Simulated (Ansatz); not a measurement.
`[CH3][Al]([I])[I]`, charge 0, multiplicity 1.

Task: Give a relaxed structure at PBE0-D4/def2-TZVP (Ansatz). (Best estimate.)

Result: Computed: 
Z-matrix (Å, degrees):
```
C
Al 1 1.935
H 1 1.091 2 111.7
H 1 1.094 2 110.1 3 121.0
H 1 1.094 2 110.1 3 -121.0
I 2 2.469 1 120.8 3 179.9
I 2 2.469 1 122.1 3 -0.1
```
Point group Cs.
